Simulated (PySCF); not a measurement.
Si(H)3(Cl) cation (ClH3Si), SMILES [SiH3]Cl (connectivity only; charge and spin as stated), charge +1, multiplicity 2. Atoms are numbered in the order given.

```xyz
5

Si     0.0775    -0.9185     0.0000
Cl    -0.0138     1.0357     0.0000
H     -1.1029    -1.5611    -0.8203
H      1.3560    -1.6258     0.0000
H     -1.1029    -1.5611     0.8203
```
Charge +1, spin multiplicity 2.

Geometry optimised at ωB97X-D3(BJ)/def2-TZVP. The spin state was assumed, not searched. The isomer is the one that the SMILES or the coordinates give; other isomers of the formula were not compared.

Calculation: PySCF with B3LYP/pcH-1.

Unrestricted Kohn–Sham, ⟨S²⟩ = 0.756. Hyperfine tensors hold the contact and dipolar terms, without spin-orbit corrections.

Estimate the hyperfine couplings. (An estimate is asked for; the answer gives what the named calculation found.)


```csv
nucleus,A(iso) (MHz),A(iso) (G),dipolar principal values (MHz)
29Si no. 1,68.8,24.5,"-71.9, 29.3, 42.6"
35Cl no. 2,6.9,2.5,"-36.6, -31.4, 68.0"
1H no. 3,681.0,243.0,"-9.7, -8.2, 17.9"
1H no. 4,-32.0,-11.4,"-6.1, -2.0, 8.1"
1H no. 5,681.0,243.0,"-9.7, -8.2, 17.9"
```

And the g tensor (effective nuclear charges for spin-orbit coupling, GIAO)? (An estimate is asked for; the answer gives what the named calculation found.)

principal values 2.0021, 2.0173, 2.0261; isotropic 2.0152.
